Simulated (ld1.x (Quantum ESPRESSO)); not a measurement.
Au (Z = 79): variants of one TM semilocal potential

Base potential:

* Element: Au
* Generator: ld1.x (Quantum ESPRESSO) 7.5
* Type: norm-conserving Troullier–Martins (semilocal form)
* Functional: LDA (PZ)
* Relativity: scalar-relativistic
* Frozen core: [Kr] 4d10 4f14
* Valence charge: 19
* Reference configuration: 5s2 5p6 5d10 6s0.75 6p0 (charge +0.25)
* Partial waves: 5s (bound): rc 1.15 bohr; 5d (bound): rc 2.20 bohr; 5p (bound): rc 1.05 bohr
* Local potential: the p channel
* Core correction: Bessel-smoothed model core, default radius (core density twice the valence density)

Occupied shells without a wave of their own: 6s. They enter only through the test configuration that unscreens the potential, and ld1.x also counts them in the model core charge.

All-electron outer shells of the reference configuration (LDA (PZ), scalar-relativistic, ld1.x):

| shell | level (eV) | outermost node (bohr) | outermost maximum (bohr) |
| --- | --- | --- | --- |
| 4d | -327.89 | 0.20 | 0.41 |
| 5s | -110.80 | 0.48 | 0.84 |
| 4f | -83.61 | – | 0.37 |
| 5p | -62.10 | 0.52 | 0.96 |
| 5d | -9.14 | 0.56 | 1.21 |
| 6s | -7.89 | 1.11 | 2.29 |
| 6p | -2.26 | 1.32 | 3.30 |

Cutoffs, loose and tight: the cutoffs (Ry, on a coarse ladder) from which the occupation-weighted sum of valence levels, in a spherical-Bessel basis at the reference potential, stays within 10 and 1 mRy of its value at 400 Ry. They do not see the model core or the augmentation charge, which bear on the density cutoff. Test errors are all-electron minus pseudo excitation energies from the reference, over the configurations 5s2 5p6 5d10 6s1 6p0; 5s2 5p6 5d10 6s0 6p0; 5s2 5p6 5d9 6s0 6p0; 5s2 5p6 5d8 6s0 6p0; 5s2 5p6 5d10 6s0.5 6p0; 5s2 5p6 5d9 6s1 6p1; 5s2 5p6 5d9 6s1 6p0 (two spin-polarised tests are not counted in the largest error). A dash means not determined; rows that change the core or the reference have their own tests.

With those shells counted twice in exchange and correlation these files are broken, and their errors move erratically; no question is asked of them.

Cutoffs are not given where the Bessel-basis levels miss the radial ones by over 6 mRy, ghosts where they miss by over 20 mRy; a channel whose overlap is not positive is not tested.

In the semilocal form every listed channel keeps its own potential, so the choice of the local channel does not act on these tests. It acts once the file is put into the separable form.

A semilocal file is local in each channel, so a ghost entry of none says nothing of the separable form that plane-wave codes build from it.

The default core radius of the base comes out at 0.74 bohr.

| change | outcome | cutoff, loose | cutoff, tight | bound ghosts | largest test error (meV) |
| --- | --- | --- | --- | --- | --- |
| base | generated, misses its reference levels by 0.35 eV | 160 Ry | 230 Ry | none | -829 |
| all radii but the core radius scaled by about 0.87 (s 1.00, p 0.92, d 1.92 bohr) | generated | 230 Ry | over 300 Ry | none | -502 |
| wave 5d (bound): rc 2.20 bohr becomes 5d (bound): rc 1.82 bohr | generated, misses its reference levels by 0.35 eV | 160 Ry | 230 Ry | none | -810 |
| wave 5p (bound): rc 1.05 bohr becomes 5p (bound): rc 0.86 bohr | generated, misses its reference levels by 0.35 eV | 260 Ry | over 300 Ry | none | -828 |
| local potential the s channel | generated, misses its reference levels by 0.35 eV | 160 Ry | 230 Ry | none | -829 |
| core correction Bessel-smoothed model core inside 1.16 bohr | generated, misses its reference levels by 0.35 eV | 160 Ry | 230 Ry | none | -828 |
| form changed from semilocal to separable (Kleinman–Bylander), still TM; local potential the s channel | generated, misses its reference levels by 0.35 eV | 160 Ry | 230 Ry | none | -814 |
| reference 5s2 5p6 5d10 6s0.75 6p0.25 | generated, misses its reference levels by 0.34 eV | 160 Ry | 230 Ry | none | -657 |
| wave 5s (bound): rc 1.15 bohr becomes 5s (bound): rc 0.72 bohr | generated, misses its reference levels by 1.01 eV | – | – | none | -1941 |
| wave 5s (bound): rc 1.15 bohr becomes 5s (bound): rc 0.84 bohr | generated, misses its reference levels by 0.18 eV | 230 Ry | over 300 Ry | none | -567 |
